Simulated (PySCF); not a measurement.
# Working out the ionisation energy of Al⁺

Al⁺ [Ne] 3s2 (1S) → Al²⁺ [Ne] 3s1 (2S). Calculation: PySCF 2.14, in x2c-QZVPPall with one added diffuse shell each of s, p, d, f type (10s7p5d3f1g, 86 functions); the spin-free X2C one-electron Hamiltonian (Gaussian nucleus). Frozen: 1s2. Energies in hartree (1 hartree = 27.21139 eV):

```csv
part,Al⁺ (lower),Al²⁺ (upper)
UHF,-242.111693,-241.466720
CCSD correlation,-0.209591,-0.165472
(T),-0.002511,-0.001217
```

What does Hartree-Fock give?

(-241.466720) − (-242.111693) = 0.644973 hartree = 17.551 eV.

What do CCSD and CCSD(T) give?

The CCSD correlation energies differ by 0.044119 hartree = 1.201 eV and the triples by 0.001294 hartree = 0.035 eV, so CCSD gives 18.752 eV and CCSD(T) 18.787 eV.

Measured between the centres of the two terms (NIST): 18.829 eV, so CCSD(T) (valence and next inner shell) is off by -0.042 eV.

What remains against the reference includes basis incompleteness, the frozen core and higher excitations.
